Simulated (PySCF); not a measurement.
## Correlation energy of Ba (barium, neutral)

[Xe] 5d1 6s1, high-spin 3D determinant (an excited configuration). Calculation: PySCF 2.14, in ANO-RCC-VTZP (8s7p4d2f1g, 72 functions); the spin-free X2C one-electron Hamiltonian (Gaussian nucleus). Frozen: [Kr] 4d10; 10 electrons correlated.

MP2 pair energies summed by pair of shells (mhartree):

```tsv
pair	energy	share (%)
5p-5p	-109.29	58.6
5s-5p	-31.57	16.9
5p-5d	-20.80	11.2
5p-6s	-13.61	7.3
5s-5s	-5.26	2.8
5d-6s	-3.27	1.8
5s-5d	-2.10	1.1
5s-6s	-0.51	0.3
```

Total MP2 correlation energy: -186.42 mhartree.

Same-spin part -52.69 and opposite-spin part -133.73 mhartree; SCS-MP2 scales them by 1/3 and 6/5 to -178.04 mhartree.
